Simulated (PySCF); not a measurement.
Isomers of C2H13N3OSi3.

All values: PBE0/pcSseg-1 (PySCF) at GFN2-xTB geometries, gas phase, one conformer each.

Question: Rank by LUMO energy, lowest first.
A. `[CH3:1][Si:2]1([CH3:3])[NH:4][SiH2:5][NH:6][Si@H:7]([OH:8])[NH:9]1` with N6–Si7–O8–H -62°, C1–Si2–N4–Si5 166°, Si2–N4–Si5–N6 -21°, N4–Si5–N6–Si7 -31°, Si5–N6–Si7–O8 168°
B. `[OH:1][Si@H:2]1[NH:3][CH2:4][CH2:5][SiH2:6][NH:7][SiH2:8][NH:9]1` with H–O1–Si2–N3 51°, O1–Si2–N3–C4 46°, Si2–N3–C4–C5 63°, N3–C4–C5–Si6 54°, C4–C5–Si6–N7 -101°
C. `[CH3:1][N:2]1[SiH2:3][NH:4][SiH2:5][CH2:6][NH:7][Si@@H:8]1[OH:9]` with N7–Si8–O9–H -49°, C1–N2–Si3–N4 -178°, N2–Si3–N4–Si5 51°, Si3–N4–Si5–C6 -78°, N4–Si5–C6–N7 59°

Answer: C (0.39 eV), B (0.59 eV), A (0.94 eV).

Question: Rank by HOMO energy, lowest first.
A. `[CH3:1][Si:2]1([CH3:3])[NH:4][SiH2:5][NH:6][Si@H:7]([OH:8])[NH:9]1` with N6–Si7–O8–H -62°, C1–Si2–N4–Si5 166°, Si2–N4–Si5–N6 -21°, N4–Si5–N6–Si7 -31°, Si5–N6–Si7–O8 168°
B. `[OH:1][Si@@H:2]1[CH2:3][NH:4][CH2:5][SiH2:6][NH:7][SiH2:8][NH:9]1` with H–O1–Si2–C3 61°, O1–Si2–C3–N4 -153°, Si2–C3–N4–C5 -78°, C3–N4–C5–Si6 166°, N4–C5–Si6–N7 -31°
C. `[OH:1][SiH:2]1[NH:3][CH2:4][SiH2:5][NH:6][SiH2:7][CH2:8][NH:9]1` with H–O1–Si2–N3 -168°, O1–Si2–N3–C4 -163°, Si2–N3–C4–Si5 -33°, N3–C4–Si5–N6 -57°, C4–Si5–N6–Si7 98°
D. `[CH3:1][N:2]1[SiH2:3][NH:4][SiH2:5][CH2:6][NH:7][Si@@H:8]1[OH:9]` with N7–Si8–O9–H -49°, C1–N2–Si3–N4 -178°, N2–Si3–N4–Si5 51°, Si3–N4–Si5–C6 -78°, N4–Si5–C6–N7 59°

Answer: A (-7.11 eV), B (-6.83 eV), D (-6.67 eV), C (-6.32 eV).

Question: Rank by HOMO–LUMO gap, highest first.
A. `[CH3:1][Si:2]1([CH3:3])[NH:4][SiH2:5][NH:6][Si@H:7]([OH:8])[NH:9]1` with N6–Si7–O8–H -62°, C1–Si2–N4–Si5 166°, Si2–N4–Si5–N6 -21°, N4–Si5–N6–Si7 -31°, Si5–N6–Si7–O8 168°
B. `[OH:1][Si@H:2]1[NH:3][CH2:4][CH2:5][SiH2:6][NH:7][SiH2:8][NH:9]1` with H–O1–Si2–N3 51°, O1–Si2–N3–C4 46°, Si2–N3–C4–C5 63°, N3–C4–C5–Si6 54°, C4–C5–Si6–N7 -101°
C. `[OH:1][Si@@H:2]1[CH2:3][NH:4][CH2:5][SiH2:6][NH:7][SiH2:8][NH:9]1` with H–O1–Si2–C3 61°, O1–Si2–C3–N4 -153°, Si2–C3–N4–C5 -78°, C3–N4–C5–Si6 166°, N4–C5–Si6–N7 -31°
D. `[CH3:1][N:2]1[SiH2:3][NH:4][SiH2:5][CH2:6][NH:7][Si@@H:8]1[OH:9]` with N7–Si8–O9–H -49°, C1–N2–Si3–N4 -178°, N2–Si3–N4–Si5 51°, Si3–N4–Si5–C6 -78°, N4–Si5–C6–N7 59°
E. `[OH:1][SiH:2]1[NH:3][CH2:4][SiH2:5][NH:6][SiH2:7][CH2:8][NH:9]1` with H–O1–Si2–N3 -168°, O1–Si2–N3–C4 -163°, Si2–N3–C4–Si5 -33°, N3–C4–Si5–N6 -57°, C4–Si5–N6–Si7 98°

Answer: A (8.05 eV), B (7.58 eV), C (7.44 eV), D (7.06 eV), E (6.79 eV).

All values together:

```csv
SMILES,μ (D),HOMO (eV),LUMO (eV),lowest IAO charge (e),highest IAO charge (e),lowest Hirshfeld charge (e),highest Hirshfeld charge (e)
CN1[SiH2]N[SiH2]CN[Si@@H]1O,1.18,-6.67,0.39,-0.944 (N),+1.318 (Si),-0.327 (N),+0.448 (Si)
O[Si@H]1NCC[SiH2]N[SiH2]N1,0.95,-6.99,0.59,-0.972 (N),+1.314 (Si),-0.338 (N),+0.455 (Si)
C[Si]1(C)N[SiH2]N[Si@H](O)N1,1.58,-7.11,0.94,-0.973 (N),+1.321 (Si),-0.340 (N),+0.458 (Si)
O[Si@@H]1CNC[SiH2]N[SiH2]N1,2.23,-6.83,0.61,-0.949 (N),+1.214 (Si),-0.336 (N),+0.427 (Si)
O[SiH]1NC[SiH2]N[SiH2]CN1,0.89,-6.32,0.46,-0.936 (N),+1.294 (Si),-0.330 (N),+0.433 (Si)
```

Conformers: `[CH3:1][N:2]1[SiH2:3][NH:4][SiH2:5][CH2:6][NH:7][Si@@H:8]1[OH:9]` with N7–Si8–O9–H -49°, C1–N2–Si3–N4 -178°, N2–Si3–N4–Si5 51°, Si3–N4–Si5–C6 -78°, N4–Si5–C6–N7 59°; `[OH:1][Si@H:2]1[NH:3][CH2:4][CH2:5][SiH2:6][NH:7][SiH2:8][NH:9]1` with H–O1–Si2–N3 51°, O1–Si2–N3–C4 46°, Si2–N3–C4–C5 63°, N3–C4–C5–Si6 54°, C4–C5–Si6–N7 -101°; `[CH3:1][Si:2]1([CH3:3])[NH:4][SiH2:5][NH:6][Si@H:7]([OH:8])[NH:9]1` with N6–Si7–O8–H -62°, C1–Si2–N4–Si5 166°, Si2–N4–Si5–N6 -21°, N4–Si5–N6–Si7 -31°, Si5–N6–Si7–O8 168°; `[OH:1][Si@@H:2]1[CH2:3][NH:4][CH2:5][SiH2:6][NH:7][SiH2:8][NH:9]1` with H–O1–Si2–C3 61°, O1–Si2–C3–N4 -153°, Si2–C3–N4–C5 -78°, C3–N4–C5–Si6 166°, N4–C5–Si6–N7 -31°; `[OH:1][SiH:2]1[NH:3][CH2:4][SiH2:5][NH:6][SiH2:7][CH2:8][NH:9]1` with H–O1–Si2–N3 -168°, O1–Si2–N3–C4 -163°, Si2–N3–C4–Si5 -33°, N3–C4–Si5–N6 -57°, C4–Si5–N6–Si7 98°.
